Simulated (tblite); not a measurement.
Species: C4H9O3Si (doublet state).
Z-matrix (Å and degrees, GFN2-xTB geometry), rows numbered from 1:
```
C 
C   1  1.4734
O   2  1.3487  1  118.18
C   3  1.3546  2  119.95  1  -179.98
O   4  1.2045  3  123.70  2    -0.11
C   4  1.5204  3  109.37  2   179.91
O   6  1.3810  4  110.37  3   179.93
Si  7  1.6210  6  129.75  4   179.97
H   1  1.0927  2  110.98  3  -120.85
H   1  1.0928  2  110.97  3   120.56
H   1  1.0865  2  109.78  3    -0.16
H   2  1.0770  1  123.92  3   179.93
H   6  1.0995  4  108.25  3    58.11
H   6  1.0996  4  108.35  3   -58.20
H   8  1.4496  7   99.23  6   179.93
H   8  1.4678  7  110.87  6    59.48
H   8  1.4678  7  110.86  6   -59.55
```

The geometry is computed with GFN2-xTB (gas phase). This method treats the open shell by occupation alone, without spin polarisation.

Take the most abundant isotopes and a rigid rotor. The values belong to one conformer with, in the numbering `[CH3:1][CH:2][O:3][C:4](=[O:5])[CH2:6][O:7][SiH3:8]`, C1–C2–O3–C4 180°, C2–O3–C4–O5 0°, O3–C4–C6–O7 180°, C4–C6–O7–Si8 180°.

**Question.** What are A, B and C (MHz)?

**Answer.** Ia = 72.72, Ib = 848.47, Ic = 909.28 u·Å²; 505379 MHz·u·Å²/I gives A = 6950, B = 595.6, C = 555.8 MHz.

**Question.** Classify the top.

**Answer.** A near-prolate asymmetric top; Ray's κ = -0.988.

**Question.** Is it planar, by Δ = Ic − Ia − Ib?

**Answer.** Not planar: Δ = Ic − Ia − Ib = -11.90 u·Å². For a rigid frame Δ = −2 Σ m c², so Σ m c² = 5.95 u·Å² lies off the ab plane, practically all of it from hydrogen. The atom farthest from that plane is 1.18 Å away.

**Question.** Give the other two planar moments, Paa and Pbb, and the rms extents of the mass along the axes.

**Answer.** Paa = Σ m a² = (Ib + Ic − Ia)/2 = 842.51 and Pbb = Σ m b² = (Ia + Ic − Ib)/2 = 66.77 u·Å². With the mass M = 133.03 u, the rms extents √(P/M) along a, b and c are 2.52, 0.71, 0.21 Å.

**Question.** Give the coordinates in the principal-axis frame, origin at the centre of mass.

**Answer.** The sense of each axis is arbitrary; atoms in the order of the calculation.
```
atom  mass (u)   a (Å)   b (Å)   c (Å)
  C1    12.000   4.096   0.689   0.000
  C2    12.000   2.903  -0.176   0.001
  O3    15.995   1.690   0.413  -0.001
  C4    12.000   0.569  -0.348   0.000
  O5    15.995   0.579  -1.553   0.000
  C6    12.000  -0.654   0.555   0.000
  O7    15.995  -1.810  -0.201   0.000
 Si8    27.977  -3.359   0.275   0.000
  H9     1.008   4.720   0.494  -0.875
 H10     1.008   4.717   0.500   0.879
 H11     1.008   3.793   1.733  -0.004
 H12     1.008   2.941  -1.252   0.001
 H13     1.008  -0.604   1.203  -0.887
 H14     1.008  -0.605   1.204   0.887
 H15     1.008  -4.002  -1.024  -0.003
 H16     1.008  -3.655   1.096  -1.180
 H17     1.008  -3.655   1.092   1.184
```

For this open shell read J as N, the rotation without spin; fine and hyperfine splittings come on top. Its lowest GFN2-xTB frequency is 8 cm⁻¹, too small to tell a flat minimum from a shallow saddle. Constants of a rigid frame at the computed geometry: no zero-point averaging, no centrifugal distortion.
